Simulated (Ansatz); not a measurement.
`CCN(C)[SiH3]` from Hartree–Fock to CCSD(T)

Z-matrix (Å, degrees):
```
C
C 1 1.522
H 1 1.093 2 110.6
H 1 1.092 2 111.6 3 -119.7
H 1 1.093 2 110.9 3 119.9
N 2 1.448 1 115.0 3 -179.9
H 2 1.095 1 109.3 3 -58.0
H 2 1.099 1 109.3 3 57.9
Si 6 1.716 2 121.3 1 91.9
C 6 1.443 2 115.2 1 -70.2
H 9 1.487 6 107.8 2 37.6
H 9 1.488 6 108.1 2 158.0
H 9 1.497 6 115.8 2 -82.3
H 10 1.097 6 110.2 2 -52.0
H 10 1.093 6 110.1 2 -170.5
H 10 1.099 6 113.7 2 68.9
```

The species carries charge 0 and has multiplicity 1. Geometry: relaxed with PBE0-D4/def2-TZVP. It is one conformer, not always the lowest. Frozen core, restricted reference, the Gaussian-basis code of Ansatz. CBS rows extrapolate triple and quadruple zeta; past MP2 they add the triple-zeta difference.

| basis | HF (Eh) | MP2 corr. | CCSD corr. | (T) | CCSD(T) total |
| --- | --- | --- | --- | --- | --- |
| def2-SVP | -463.17580 | -0.70886 | -0.78188 | -0.02204 | -463.97972 |
| def2-TZVPP | -463.47217 | -0.87383 | -0.93573 | -0.03537 | -464.44327 |
| def2-QZVPP | -463.49008 | -0.93079 | – | – | – |
| CBS(def2) | -463.49254 | -0.97299 | -1.03489 | as TZ | -464.56280 |
